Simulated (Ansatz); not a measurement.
Ansatz results at the PBE0-D4/def2-TZVP geometry: HOMO–LUMO gap (B3LYP/def2-TZVPP) 7.00 eV; HOMO energy (PBE/def2-TZVPP) -6.83 eV; size of the dipole moment (PBE/def2-TZVPP) 2.11 D.

Each molecule was computed in one conformer, which needn't be the lowest.

Which molecule gave them?
A. `CC/C=C(\F)Cl`
B. `C/C=C(\F)[SiH3]`
C. `C=CC(C)(F)Cl`
D. `C[C@@]1(Cl)C[C@H]1F`

C. The others give `C/C=C(\F)[SiH3]`: 6.82, -6.16, 1.42; `CC/C=C(\F)Cl`: 6.91, -5.95, 1.59; `C[C@@]1(Cl)C[C@H]1F`: 7.82, -6.46, 1.07.

B3LYP here is the variant with VWN-RPA as its local correlation; programs differ in this.
